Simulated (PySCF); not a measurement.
**Ir⁺ (iridium, charge +1) across methods**

[Xe] 4f14 5d7 6s1, high-spin 5F determinant. Computed with PySCF 2.14 in x2c-TZVPPall, with the spin-free X2C one-electron Hamiltonian (Gaussian nucleus).

```csv
method,E (hartree),mean ε 5d α (eV),mean ε 6s α (eV),mean ε 5d β (eV),Σ⟨r²⟩ (bohr²),⟨S²⟩
r2SCAN,-17829.23,-16.761,-14.674,-14.668,51.99,6.002
PBE,-17829.16,-16.335,-14.304,-14.389,52.35,6.001
UHF,-17823.69111,-22.253,-16.658,-19.501,52.07,6.005
M06-L,-17828.64,-16.487,-14.034,-14.679,52.14,6.004
CAM-B3LYP,-17830.15,-19.281,-16.187,-17.431,52.27,6.001
PBE0,-17828.93,-18.016,-15.050,-15.912,52.10,6.002
LDA,-17818.02,-16.501,-14.582,-14.582,52.34,6.001
```

Estimate the same row for M06.

E (hartree) = -17829.42; mean ε 5d α (eV) = -17.920; mean ε 6s α (eV) = -14.605; mean ε 5d β (eV) = -16.326; Σ⟨r²⟩ (bohr²) = 52.35; ⟨S²⟩ = 6.003.

Spin-orbit coupling, absent here, splits the open shell strongly.
